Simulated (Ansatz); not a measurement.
Consider the cleavage of the Al–Al bond: `[NH2][AlH][AlH][GeH3]` + `[SiH3]N[SiH3]` → `[NH2][AlH][N]([SiH3])[SiH3]` + `[AlH2][GeH3]`.

Computed with Ansatz on PBE0-D4/def2-TZVP structures; ΔE is electronic, products minus reactants. CBS: MP2 limit from def2 TZ/QZ plus the TZ coupled-cluster correction, frozen cores. This one scheme is used for every species. Functionals use def2-TZVPP. B3LYP here is the variant with VWN-RPA as its local correlation; programs differ in this. For Ge outer-core shells are correlated without core-valence functions, which leaves a few kJ/mol of doubt a bond. Scalar relativity is left out up to krypton. One conformer a species, not always the lowest.

Task: Is it downhill or uphill in electronic energy at CCSD(T)/CBS, and by how much? (An estimate is asked.)

Result: Ansatz gave: Downhill: ΔE = -22.7 kcal/mol.

Task: What do these levels give: PBE0-D4, B3LYP-D4, ωB97M-V, B2PLYP, PBE, r2SCAN, PBE0, B3LYP, HF/def2-TZVPP, MP2/def2-TZVPP, SCS-MP2/def2-TZVPP, SCS-MP2/def2-QZVPP? (Estimate.)

Result: Ansatz gave: PBE0-D4 -19.7, B3LYP-D4 -23.1, ωB97M-V -25.0, B2PLYP -22.7, PBE -16.9, r2SCAN -22.5, PBE0 -18.4, B3LYP -20.5, HF/def2-TZVPP -22.6, MP2/def2-TZVPP -25.5, SCS-MP2/def2-TZVPP -24.8, SCS-MP2/def2-QZVPP -24.9 kcal/mol.

Largest T1 diagnostic among the species: 0.013.

From PBE to PBE0 (25 % exact exchange), in def2-TZVPP and without D4, ΔE moves by −1.5 kcal/mol. The D4 term adds −2.5 kcal/mol with B3LYP and −1.3 kcal/mol with PBE0; it sums over pairs of atoms, weighted by their polarisabilities, and B3LYP, whose exchange is more repulsive, gets the larger term.
